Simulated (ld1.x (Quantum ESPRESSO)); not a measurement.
**u(r) = r·R(r): atom against pseudo-atom (Si)**

Columns: radius, all-electron u(r) and pseudo u(r) of the 3s shell (level -11.56 eV) of silicon in the configuration [Ne] 3s1 3p3; PBE, scalar-relativistic, TM scheme, ld1.x (Quantum ESPRESSO) 7.5.

```
r (bohr)  all-electron  pseudo
   0.105        0.1135  0.0258
   0.210       -0.1564  0.0530
   0.315       -0.3186  0.0828
   0.420       -0.3364  0.1168
   0.525       -0.2563  0.1565
   0.630       -0.1252  0.2031
   0.735        0.0242  0.2577
   0.840        0.1719  0.3203
   0.945        0.3066  0.3896
   1.050        0.4231  0.4625
   1.155        0.5194  0.5345
   1.260        0.5960  0.6004
   1.365        0.6548  0.6556
   1.470        0.6973  0.6974
   1.575        0.7251  0.7251
   1.680        0.7401  0.7401
   1.785        0.7441  0.7441
   1.890        0.7390  0.7390
   1.995        0.7264  0.7264
   2.100        0.7079  0.7079
   2.205        0.6848  0.6848
   2.310        0.6583  0.6583
   2.415        0.6294  0.6294
   2.520        0.5990  0.5990
   2.625        0.5676  0.5676
   2.730        0.5359  0.5359
```

Task: How many radial nodes do the two functions have?

Result: The all-electron 3s function has n − l − 1 = 2; the pseudo-wave has 0, since the states of the same l below it are removed with the core.

Task: At about which radius was the pseudo-wave matched?

Result: 1.65 bohr. The columns agree to 0.0005 from 1.47 bohr on; several derivatives are matched, so the curves merge somewhat inside the radius.

Task: Where does each function peak?

Result: Outermost all-electron maximum near 1.78 bohr, pseudo maximum near 1.78 bohr (to the table’s step).

Task: Is the pseudo-wave norm-conserving?

Result: Yes: the TM scheme keeps the norm inside the radius equal to the all-electron one, which fixes the energy derivative of the logarithmic derivative at the level.
